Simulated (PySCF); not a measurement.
Job file and geometry (Å, from GFN2-xTB) of an NMR shielding run on SMILES FC(F)(F)[SiH]1N[SiH2]N1, CH5F3N2Si2, GIAO PBE0/pcSseg-1 NMR shielding, non-relativistic, gas phase in PySCF; density fitting, a coarse starting grid and PySCF grid level 2 are the driver's defaults:

```
$ OMP_NUM_THREADS=1 python probes_run.py task.json out

{"job": {"kind": "nmr", "xc": "PBE0", "basis": "pcSseg-1"}, "charge": 0, "multiplicity": 1}
F      1.733059     1.311123    -1.178915
C      1.992786     0.325560    -0.301687
F      2.777194    -0.558670    -0.956581
F      2.783835     0.871385     0.648257
Si     0.419416    -0.514758     0.450772
N     -0.757192     0.622983     0.997624
Si    -2.023595     0.141155    -0.113378
N     -0.769076    -0.912386    -0.735924
H      0.900801    -1.544674     1.361624
H     -0.754343     1.267587     1.764940
H     -3.092540    -0.597365     0.546914
H     -2.435810     1.187777    -1.035660
H     -0.778922    -1.599231    -1.465713
```

**Question.** Write the output of this run.

**Answer.** 
```
coarse grid: 12816 points
cycle   1  E = -1028.2185691022  dE =  1.219e+00  |g| = 1.024e+00  |ddm| = 3.415e+00
cycle   2  E = -1027.9757381765  dE =  2.428e-01  |g| = 1.561e+00  |ddm| = 1.523e+00
cycle   3  E = -1028.4073915479  dE = -4.317e-01  |g| = 4.666e-02  |ddm| = 9.909e-01
cycle   4  E = -1028.4077453804  dE = -3.538e-04  |g| = 2.596e-02  |ddm| = 7.262e-02
cycle   5  E = -1028.4078587477  dE = -1.134e-04  |g| = 9.789e-03  |ddm| = 2.488e-02
cycle   6  E = -1028.4078724151  dE = -1.367e-05  |g| = 1.875e-03  |ddm| = 5.900e-03
cycle   7  E = -1028.4078730578  dE = -6.427e-07  |g| = 2.929e-04  |ddm| = 1.880e-03
final grid: 118720 points
cycle   8  E = -1028.4670768773  dE = -3.402e-05  |g| = 7.982e-03  |ddm| = 1.798e-02
cycle   9  E = -1028.4670634628  dE =  1.341e-05  |g| = 1.167e-02  |ddm| = 1.402e-02
cycle  10  E = -1028.4670894313  dE = -2.597e-05  |g| = 4.712e-04  |ddm| = 8.253e-03
cycle  11  E = -1028.4670894616  dE = -3.031e-08  |g| = 2.382e-04  |ddm| = 4.984e-04
cycle  12  E = -1028.4670894719  dE = -1.024e-08  |g| = 8.203e-05  |ddm| = 1.951e-04
cycle  13  E = -1028.4670894728  dE = -9.127e-10  |g| = 1.897e-05  |ddm| = 5.009e-05
converged SCF energy = -1028.4670894728

GIAO shielding tensors (ppm)
atom      isotropic    diamagn.    paramagn.     s11        s22        s33       span
  0 F      259.203     474.898    -215.695    159.498    274.873    343.238    183.741
  1 C       51.143     251.506    -200.362     47.948     51.029     54.453      6.505
  2 F      257.515     472.961    -215.446    154.219    276.330    341.996    187.777
  3 F      257.480     472.972    -215.492    154.348    276.083    342.010    187.662
  4 Si     374.282     879.490    -505.208    328.143    394.866    399.839     71.696
  5 N      250.732     323.890     -73.158    203.976    255.681    292.538     88.562
  6 Si     362.220     879.919    -517.699    342.615    351.492    392.551     49.936
  7 N      250.632     323.873     -73.241    203.865    255.618    292.413     88.548
  8 H       26.156      28.218      -2.062     22.495     24.330     31.642      9.146
  9 H       31.676      32.226      -0.550     23.971     26.139     44.918     20.948
 10 H       25.848      28.414      -2.566     22.665     23.113     31.767      9.102
 11 H       25.884      29.169      -3.284     22.544     23.345     31.765      9.221
 12 H       31.670      32.207      -0.537     23.969     26.126     44.914     20.945
```

Size and cost of the density-fitted run: 175 basis functions, 58 s wall time on 1 thread of an Intel Xeon, shared host; peak memory 0.79 GiB.
